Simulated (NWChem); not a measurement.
# C₂HCl₂F; SMILES FC=C(Cl)Cl

Program: NWChem. Medium grid unless said otherwise, to which SCAN and Minnesota functionals are sensitive. All runs use the structure optimised with B3LYP/6-31G* (spherical d). B3LYP is NWChem's, with the RPA form of VWN correlation. Total energies of different functionals are on different scales.

| level | energy (Ha) | highest occupied level (eV) | orbital gap (eV) | dipole (D) |
|---|---|---|---|---|
| B3LYP/def2-SVP | -1096.6114 | -7.02 | 6.61 | 1.11 |
| PBE/def2-SVP | -1096.0260 | -5.99 | 4.84 | 1.01 |
| M06-2X/def2-SVP | -1096.4937 | -8.59 | 9.25 | 1.25 |
| M06/def2-SVP | -1096.4701 | -7.35 | 7.06 | 1.13 |
| M05-2X/def2-SVP | -1096.5473 | -8.65 | 9.43 | 1.26 |
| revPBE/def2-SVP | -1096.3678 | -5.95 | 4.87 | 1.03 |
| B97-D/def2-SVP | -1096.5355 | -6.02 | 4.92 | 1.06 |
| Hartree-Fock/def2-SVP | -1094.2687 | ? | ? | ? |
| TPSS/def2-SVP | -1096.6516 | -6.13 | 5.05 | 1.12 |

Q: Some entries are withheld; supply them.

A: 
- Hartree-Fock/def2-SVP, highest occupied level (eV): -10.22
- Hartree-Fock/def2-SVP, orbital gap (eV): 13.88
- Hartree-Fock/def2-SVP, dipole (D): 1.50
